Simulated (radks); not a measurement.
Values are calculated unless marked as measured or tabulated.
All-electron atom: the tellurium ion Te48+ in [He] 2s2. Level of theory: non-relativistic Kohn-Sham, PBE, spin-polarised, spherical densities, point nucleus; relativity is left out, which matters for an element this heavy (a radial shooting solver on a logarithmic mesh with Libxc functionals).

Normalised radial functions P(r) = r R(r), r in bohr:

r	2s	2p
0.0009653	0.2354	0.0034
0.00117	0.2822	0.0049
0.001417	0.3375	0.0072
0.001717	0.4025	0.0105
0.002081	0.4783	0.0153
0.002521	0.5660	0.0222
0.00303	0.6619	0.0316
0.003672	0.7745	0.0456
0.004449	0.8992	0.0657
0.00539	1.0340	0.0941
0.006531	1.1745	0.1341
0.007914	1.3140	0.1899
0.009589	1.4415	0.2670
0.01162	1.5419	0.3721
0.01408	1.5945	0.5127
0.01706	1.5736	0.6973
0.0205	1.4573	0.9223
0.02484	1.2067	1.2118
0.0301	0.8006	1.5557
0.03648	0.2303	1.9424
0.0442	-0.4852	2.3448
0.05355	-1.2881	2.7175
0.06489	-2.0770	2.9984
0.07862	-2.7165	3.1185
0.09526	-3.0662	3.0185
0.1154	-3.0318	2.6771
0.1399	-2.6180	2.1360
0.1681	-1.9790	1.5266
0.2037	-1.2524	0.9253
0.2468	-0.6504	0.4659
0.2991	-0.2670	0.1872
0.3624	-0.0827	0.0573

2s: eigenvalue -8359.7 eV, 1 radial node at r = 0.0390 bohr, <r> = 0.119 bohr, 90 % of the charge inside 0.181 bohr. 2p (empty): eigenvalue -8244.6 eV, 0 radial nodes, <r> = 0.100 bohr, 90 % of the charge inside 0.160 bohr.
